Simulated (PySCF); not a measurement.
C2H6OSi2, SMILES [SiH2]1C=C[SiH2]O1.

Geometry: PBE0-D3(BJ)/def2-SVP. This is a generated structure with no PubChem entry under its InChIKey; it may be hypothetical.

Two levels are set side by side: PBE/def2-TZVP (PySCF) and CAM-B3LYP/def2-TZVP (PySCF). Same geometry, gas phase. Differences are taken from unrounded values.

```csv
quantity,CAM-B3LYP,PBE,PBE minus CAM-B3LYP
orbital gap (eV),9.60,4.97,-4.63
highest occupied level (eV),-9.36,-6.90,2.47
lowest empty level (eV),0.24,-1.93,-2.17
dipole moment (D),1.62,1.55,-0.08
mean polarisability (bohr³),70.9,74.5,3.6
```

PBE's occupied levels lie high since its potential decays too fast outside the molecule; exact exchange lowers them and widens the gap. Loosely held outer electrons make PBE densities more polarisable. Differences between two approximate levels are no errors against the true value.

Rough cost on one machine, each run with all the roots and properties that it gave: CAM-B3LYP against PBE within a factor of 2.
